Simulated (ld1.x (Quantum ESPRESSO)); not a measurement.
# u(r) = r·R(r): atom against pseudo-atom (Ti)

Columns: radius, all-electron u(r) and pseudo u(r) of the 3p shell (level -54.80 eV) of titanium in the configuration [Ne] 3s2 3p6 3d2 4s0 4p0; BP86, scalar-relativistic, TM scheme, ld1.x (Quantum ESPRESSO) 7.5.

| r (bohr) | all-electron | pseudo |
| --- | --- | --- |
| 0.128 | 0.4809 | -0.0537 |
| 0.255 | 0.4008 | -0.2018 |
| 0.382 | -0.0510 | -0.4127 |
| 0.510 | -0.5028 | -0.6432 |
| 0.638 | -0.8174 | -0.8433 |
| 0.765 | -0.9833 | -0.9753 |
| 0.893 | -1.0338 | -1.0263 |
| 1.020 | -1.0066 | -1.0045 |
| 1.148 | -0.9337 | -0.9336 |
| 1.275 | -0.8393 | -0.8393 |
| 1.402 | -0.7376 | -0.7376 |
| 1.530 | -0.6367 | -0.6367 |
| 1.658 | -0.5427 | -0.5427 |
| 1.785 | -0.4585 | -0.4585 |
| 1.912 | -0.3842 | -0.3842 |
| 2.040 | -0.3195 | -0.3195 |
| 2.168 | -0.2641 | -0.2641 |
| 2.295 | -0.2177 | -0.2177 |
| 2.422 | -0.1786 | -0.1786 |
| 2.550 | -0.1459 | -0.1459 |
| 2.678 | -0.1187 | -0.1187 |
| 2.805 | -0.0966 | -0.0966 |
| 2.932 | -0.0783 | -0.0783 |
| 3.060 | -0.0633 | -0.0633 |
| 3.188 | -0.0510 | -0.0510 |
| 3.315 | -0.0411 | -0.0411 |

(1) How many radial nodes do the two functions have?

(2) At about which radius was the pseudo-wave matched?

(3) Is the pseudo-wave norm-conserving?

## Answers

(1) The all-electron 3p function has n − l − 1 = 1; the pseudo-wave has 0, since the states of the same l below it are removed with the core.

(2) 1.30 bohr. The columns agree to 0.0005 from 1.15 bohr on; several derivatives are matched, so the curves merge somewhat inside the radius.

(3) Yes: the TM scheme keeps the norm inside the radius equal to the all-electron one, which fixes the energy derivative of the logarithmic derivative at the level.
